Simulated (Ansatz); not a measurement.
Two isomers of C2H6GeO2: A = `[CH3][GeH2][O]C=O`, B = `[GeH3][O]C1CO1`.

Gas-phase electronic energies from Ansatz, PBE0-D4/def2-TZVP geometries. CBS: MP2 limit from def2 TZ/QZ plus the TZ coupled-cluster correction, frozen cores. Functionals use def2-TZVPP. B3LYP here is the variant with VWN-RPA as its local correlation; programs differ in this. For Ge outer-core shells are correlated without core-valence functions, which leaves a few kJ/mol of doubt a bond. Scalar relativity is left out up to krypton. Each species was taken in one conformer, which may not be the lowest.

A:

```xyz
11

C     1.120    0.726    0.903
Ge    0.585    0.061   -0.834
O    -0.660   -1.286   -0.619
C    -1.804   -0.906   -0.094
O    -2.070    0.217    0.251
H     1.408   -0.107    1.546
H     1.976    1.394    0.794
H     0.292    1.267    1.359
H     1.696   -0.729   -1.541
H    -0.034    1.111   -1.762
H    -2.507   -1.749   -0.002
```

B:

Z-matrix (Å, degrees):
```
Ge
O 1 1.790
H 1 1.539 2 108.7
H 1 1.528 2 104.0 3 119.9
H 1 1.538 2 108.5 3 -120.1
C 2 1.369 1 118.6 3 58.4
O 6 1.391 2 115.0 1 155.6
C 6 1.462 2 121.2 1 86.7
H 6 1.093 2 114.3 1 -69.1
H 8 1.087 6 118.0 2 0.1
H 8 1.087 6 121.1 2 -155.1
```

(1) Which isomer does CCSD(T)/CBS put lower? Give the gap. (Best estimate.)

(2) Give E(B) − E(A) in kcal/mol with r2SCAN-D4, CCSD/def2-TZVPP, HF/def2-TZVPP, B3LYP, PBE0-D4, ωB97M-V, B2PLYP. (An estimate is asked.)

Largest T1 diagnostic: 0.014.

Answers

(1) Computed: A, by 52.3 kcal/mol.

(2) The calculation gave: r2SCAN-D4 52.1, CCSD/def2-TZVPP 52.2, HF/def2-TZVPP 54.5, B3LYP 53.1, PBE0-D4 50.1, ωB97M-V 51.8, B2PLYP 53.9. None reverses the order clearly.

In def2-TZVPP, CCSD(T) changes the Hartree–Fock value by −1.8 kcal/mol (the triples alone add +0.4 kcal/mol) and MP2 by −1.1 kcal/mol. From PBE to PBE0 (25 % exact exchange), in def2-TZVPP and without D4, E(B) − E(A) moves by −0.7 kcal/mol.
